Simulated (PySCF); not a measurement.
Molecule: `InChI=1S/C8H8/c1-3-5-7-8-6-4-2/h7H,1,4H2,2H3`.

Cartesian coordinates in Å; atom numbers follow the order of the lines, from 1:
```xyz
16

C     3.943    1.435    0.756
C     3.022    0.958   -0.044
C     2.147    0.503   -0.820
C     1.205    0.022   -1.613
C    -0.092   -0.260   -1.157
C    -1.210   -0.501   -0.777
C    -2.542   -0.784   -0.285
C    -2.611   -0.670    1.238
H     4.939    1.652    0.405
H     3.736    1.626    1.797
H     1.410   -0.173   -2.660
H    -3.244   -0.078   -0.742
H    -2.829   -1.793   -0.599
H    -1.922   -1.372    1.703
H    -3.618   -0.889    1.586
H    -2.341    0.334    1.558
```

Frames of a GFN2-xTB Langevin trajectory at 200 K; GIAO PBE0/pcSseg-1 shieldings in PySCF 2.14.0 with density-fitted response routines, gas phase, non-relativistic; equivalent atoms averaged within each frame.

Chemical shifts δ = σref − σ; 13C (σ = 186.93 ppm), 1H (σ = 31.72 ppm) against TMS, all at this level. The references are static minima.

Q: How do the shifts (ppm) fluctuate along the trajectory?

A: 
```tsv
time (fs)	C3	C2	C6	C4	C1	C5	C7	C8	H11	H9/H10
250	194.8	182.4	114.6	106.6	102.6	84.7	14.5	14.5	6.57	5.65
425	184.6	179.7	107.4	98.4	103.9	87.6	19.6	17.1	5.31	5.76
625	182.6	183.4	114.7	99.7	102.1	89.5	21.3	17.0	5.38	5.49
800	186.3	183.9	111.3	96.2	104.2	84.8	17.8	18.5	5.29	5.65
1000	196.0	185.6	107.3	103.7	103.1	87.4	13.5	12.7	5.87	6.14
mean of frames	188.9	183.0	111.1	100.9	103.2	86.8	17.3	16.0	5.69	5.74
standard deviation	6.1	2.2	3.7	4.2	0.9	2.0	3.3	2.3	0.55	0.24
```

5 frames give an uncertainty of the mean of about the standard deviation over 2.2 at best, since frames this close in time may not be independent; classical motion lacks zero-point vibration, and the reference would need the same averaging.
